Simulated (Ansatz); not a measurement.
Cl₃SW (SMILES [S]=[W]([Cl])([Cl])[Cl]), doublet, at a GFN2-xTB geometry (such geometries of metal compounds can be far from the true shape) (the multiplicity is a formal guess) (core potentials on W). Base run: SVWN5/def2-TZVP (Ansatz, a program for electronic structure).

Geometry (Å):
```xyz
5

W      0.1207     0.0032     0.0556
S      1.5890    -0.8729    -1.2764
Cl     0.6424     0.7895     1.9897
Cl    -1.0641     1.4701    -1.1813
Cl    -1.5992    -1.4521     0.1509
```
Charge 0, spin multiplicity 2.
Orbitals are unrestricted.
All else is at Ansatz's defaults.
Base energy -1840.25715 Eh.

The base run was repeated with changes; each row names its change, and settings that it needs were set with it.

| change | ΔE vs base (kcal/mol) |
|---|---|
| base | 0.000 |
| point_charge = charge:1.0 position_ang:-3.5262, -2.3551, -3.3154 | -6.00 |
| lower_state_search = light | 0.000 |
| lower_state_search = full | 0.000 |
| fitting.mean_field = def2-universal-JKFIT | -0.026 |
| point_charge = charge:0.5 position_ang:0.0005, 5.2653, -0.5779 | -0.74 |
| nuclear_model = gaussian | 1.01 |
| final_grid = 4, 8, 17 | -0.021 |
| accuracy = high | 0.001 |
| point_charge = charge:-1.0 position_ang:0.5786, -3.6413, -3.8674 | -1.71 |
| forces = on | 0.000 |
